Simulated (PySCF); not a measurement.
## Radial density of Mo⁺ (molybdenum, charge +1)

UHF, [Kr] 4d5, high-spin 6S determinant. Computed with PySCF 2.14 in aug-cc-pVDZ-PP with ECP28MDF, with scalar relativity through the core potential. This is the valence pseudo-density: the core potential removes the inner electrons and smooths the orbitals near the nucleus.

```tsv
r (bohr)	4πr²ρ (e/bohr)	4πr²(ρα − ρβ)
0.0438	2.522e-05	0.0000
0.0737	7.535e-05	0.0000
0.124	0.0003836	0.0001
0.208	0.004473	0.0012
0.351	0.1030	0.0248
0.590	2.410	0.3674
0.992	10.78	2.1397
1.67	5.951	2.7766
2.81	0.9640	0.8591
4.72	0.05108	0.0509
7.94	0.0002452	0.0002
```

Energies and moments cover only the electrons outside the core potential.
